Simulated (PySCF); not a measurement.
Gas-phase equilibrium of 1 mol HCl, 0.27 mol O2 at 600 K and 1.01 bar, among 14 species (ClO, O2, HCl, O, HO2, H2O, H, HOCl, H2O2, O3, H2, Cl, Cl2, OH). Only gases are allowed; each row takes one source of thermochemistry for all species, and Cantera finds the minimum.

Method: PySCF energies plus ideal-gas RRHO corrections (1 bar). 'Table' is the NASA 1993 thermochemical table (part measured, part estimated). † marks an energy on the PBE0/def2-TZVP geometry and frequencies; other levels use their own. Open shells (unrestricted) among the columns below: O2 (multiplicity 3); the rest are closed-shell singlets. The harmonic model lacks anharmonicity and excited electronic states, which grow with temperature; levels with a mode under 35 cm⁻¹ are left out. The table's entry may be an old estimate for HOCl (not checked at source).

Molecules larger than those listed are left out.

Mole fractions:

```csv
thermochemistry,x HCl,x H2O,x Cl2,x O2,x HOCl
table,0.14,0.40,0.40,0.053,1.4e-6
PBE/def2-SVP,0.76,0.019,0.019,0.21,9.2e-8
PBE/def2-TZVP†,0.42,0.23,0.23,0.12,1.5e-6
PBE0/def2-SVP†,0.77,0.014,0.014,0.21,2.2e-8
r2SCAN/def2-TZVP†,0.62,0.11,0.11,0.17,2.6e-7
ωB97M-V/def2-TZVP†,0.32,0.29,0.29,0.098,2.2e-6
ωB97X-V/def2-TZVP†,0.55,0.15,0.15,0.15,7.1e-7
```
The most sensitive of these is HOCl: it spans a factor of 10^2.0 over these rows; at this temperature one factor of ten is RT ln 10 = 11 kJ/mol.
